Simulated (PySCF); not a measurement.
**Computed properties of Si(H)2(OMe)(NH2) (CH7NOSi), SMILES CO[SiH2]N**

Si(H)2(OMe)(NH2) (CH7NOSi), SMILES CO[SiH2]N. Coordinates come from a B3LYP-D3(BJ)/def2-SVP optimisation. Other conformers were not sampled. All values are computed for the isolated molecule unless a solvent is named; none is compared with measurement here.

**Structure.** The optimised structure has Cs symmetry. All 27 harmonic modes at B3LYP-D3(BJ)/def2-SVP (PySCF) are real, so it is a minimum. With heavy atoms numbered as in [SiH2:1]([NH2:2])[O:3][CH3:4], the shortest bond between them is O3–C4 at 1.406 Å and the longest Si1–N2 at 1.718 Å.

**Vibrations.** The strongest infrared lines (harmonic, unscaled, degenerate partners summed) lie at 953 cm⁻¹ (264 km/mol, H 66 %, Si 26 %), 963 cm⁻¹ (227 km/mol, H 90 %, Si 9 %), 432 cm⁻¹ (215 km/mol, H 60 %, N 35 %). The softest mode is at 52 cm⁻¹ and the zero-point energy is 53.4 kcal/mol.

**Electronic structure.** CAM-B3LYP/def2-TZVP (PySCF) places the frontier levels at -9.27 and 1.52 eV, a gap of 10.79 eV, and gives a dipole moment of 0.52 D and a mean polarisability of 48.9 bohr³. PBE/def2-TZVP (PySCF) at the same geometry gives -6.32 and -0.15 eV, so its gap is 4.62 eV narrower. An orbital gap is neither the optical nor the fundamental gap.

**Excitations.** TDDFT-B3LYP/def2-SVPD (PySCF) has S1 at 6.65 eV (186 nm, f = 0.041, weak); the most intense of the 10 singlets computed lies at 7.99 eV (f = 0.05). T1 (TDA) is at 6.28 eV. TDDFT-PBE/def2-SVPD (PySCF) puts S1 at 6.11 eV. No vertical singlet excitation falls in the visible range (under 3.1 eV).

**NMR.** GIAO shifts at HF/pcSseg-1 (PySCF) (non-relativistic, atoms alike by connectivity averaged): ¹³C at 48.1 ppm against TMS; ¹H from 1.4 to 4.3 ppm against TMS; ²⁹Si at -33.2 ppm against TMS.

**Solvation.** SMD-B3LYP/6-31G* (PySCF) gives -2.3 kcal/mol in water, -3.1 kcal/mol in chloroform, -4.6 kcal/mol in methanol (1 M in both phases, gas-phase geometry); of these solvents methanol holds the molecule best.
